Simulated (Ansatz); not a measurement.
Coupled-cluster diagnostics for Na₃Cl₂, Ansatz.

Geometry of the doublet (PBE0-D4/def2-SVP):

```tsv
atom	x (Å)	y (Å)	z (Å)
Na1	-0.5048	1.9304	1.4097
Na2	0.9851	-0.2168	-1.4711
Na3	-1.3420	-1.5229	1.3542
Cl4	-0.1032	-2.3182	-0.6780
Cl5	0.9649	2.1275	-0.6148
```

Correlated methods freeze 13 core orbitals; core or outer-core shells of Na are correlated, in sets that lack core-valence functions. Another isomer (doublet) lies 0.02 eV lower at PBE0-D4/def2-TZVP; other spin states weren't run for this one.

Q: Estimate the CCSD(T) correlation energy, the shares of MP2 and (T), T1 and the reference's ⟨S²⟩ for: charge 0, doublet, own geometry in def2-SVP; and the rough time on 4 threads of Arm Neoverse V2 on a shared host.

A: 
```tsv
state	basis	correlation (eV)	MP2 share (%)	(T) share (%)	T1	⟨S²⟩ (pure)	wall time
charge 0, doublet, own geometry	def2-SVP	-8.575	90.7	1.5	0.006	0.75 (0.75)	6.5 s
```
Customary marks for T1 are 0.02 (closed shells), 0.045 (open shells) and about 0.05 (3d metals). T1 stays under 0.02 throughout.
